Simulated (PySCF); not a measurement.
**Electron correlation in Cr+ (chromium, charge +1)**

[Ar] 3d4 4p1, one real determinant (an excited configuration). Computed with PySCF 2.14 in ANO-RCC-VTZP (6s5p3d2f1g, 59 functions), with scalar relativity by spin-free X2C-1e. Frozen: [Ar]; 5 electrons correlated.

```tsv
level	correlation energy (mhartree)
CCSD	-57.34
(T)	-0.82
CCSD(T)	-58.16
```

Diagnostics: T1 = 0.0089, D1 = 0.0203, largest double amplitude 0.040.

The real determinant used has ⟨L²⟩ near 8 against 12 for a pure F term, so it mixes terms.

Cost of the coupled-cluster step: of the order of 0.9 core-seconds, for 5 correlated electrons.

Iterations:

```
CC2 = 0
CCSD nocc = (np.int64(5), np.int64(0)), nmo = (50, 50)
frozen orbitals [[0, 1, 2, 3, 4, 5, 6, 7, 8], [0, 1, 2, 3, 4, 5, 6, 7, 8]]
max_cycle = 100
direct = 0
conv_tol = 1e-08
conv_tol_normt = 1e-06
diis_space = 8
diis_start_cycle = 0
Init t2, MP2 energy = -0.0506206611837092
Init E_corr(UCCSD) = -0.0506206611990995
cycle = 1  E_corr(UCCSD) = -0.0557624919794583  dE = -0.00514183078  norm(t1,t2) = 0.0229631
cycle = 2  E_corr(UCCSD) = -0.0566732009019913  dE = -0.000910708923  norm(t1,t2) = 0.0106031
cycle = 3  E_corr(UCCSD) = -0.0572166087858089  dE = -0.000543407884  norm(t1,t2) = 0.00616951
cycle = 4  E_corr(UCCSD) = -0.0571936324477934  dE = 2.2976338e-05  norm(t1,t2) = 0.00290043
cycle = 5  E_corr(UCCSD) = -0.0572613970128769  dE = -6.77645651e-05  norm(t1,t2) = 0.00191613
cycle = 6  E_corr(UCCSD) = -0.0572674494424355  dE = -6.05242956e-06  norm(t1,t2) = 0.0016854
cycle = 7  E_corr(UCCSD) = -0.0573243693562563  dE = -5.69199138e-05  norm(t1,t2) = 0.00124234
cycle = 8  E_corr(UCCSD) = -0.0573273262439414  dE = -2.95688769e-06  norm(t1,t2) = 0.000764865
cycle = 9  E_corr(UCCSD) = -0.0573393780462305  dE = -1.20518023e-05  norm(t1,t2) = 0.00155117
cycle = 10  E_corr(UCCSD) = -0.057344287610909  dE = -4.90956468e-06  norm(t1,t2) = 0.000190513
cycle = 11  E_corr(UCCSD) = -0.0573438528489546  dE = 4.34761954e-07  norm(t1,t2) = 4.56338e-05
cycle = 12  E_corr(UCCSD) = -0.0573443406694882  dE = -4.87820534e-07  norm(t1,t2) = 1.45637e-05
cycle = 13  E_corr(UCCSD) = -0.0573443424843428  dE = -1.81485459e-09  norm(t1,t2) = 6.6887e-06
cycle = 14  E_corr(UCCSD) = -0.0573443303139558  dE = 1.2170387e-08  norm(t1,t2) = 4.52444e-06
cycle = 15  E_corr(UCCSD) = -0.057344309843559  dE = 2.04703968e-08  norm(t1,t2) = 6.72733e-06
cycle = 16  E_corr(UCCSD) = -0.0573443239126415  dE = -1.40690825e-08  norm(t1,t2) = 2.06042e-06
cycle = 17  E_corr(UCCSD) = -0.0573443340955494  dE = -1.01829079e-08  norm(t1,t2) = 1.7477e-07
cycle = 18  E_corr(UCCSD) = -0.0573443340218364  dE = 7.37130287e-11  norm(t1,t2) = 1.68907e-07
UCCSD converged
E(UCCSD) = -1049.309401120949  E_corr = -0.05734433402183639
UCCSD(T) correction = -0.000815270813770547
```

The basis was made for the ground configuration and has no added diffuse functions, which can raise the energy of the promoted electron.

The reference is one real determinant that mixes LS terms of this configuration.
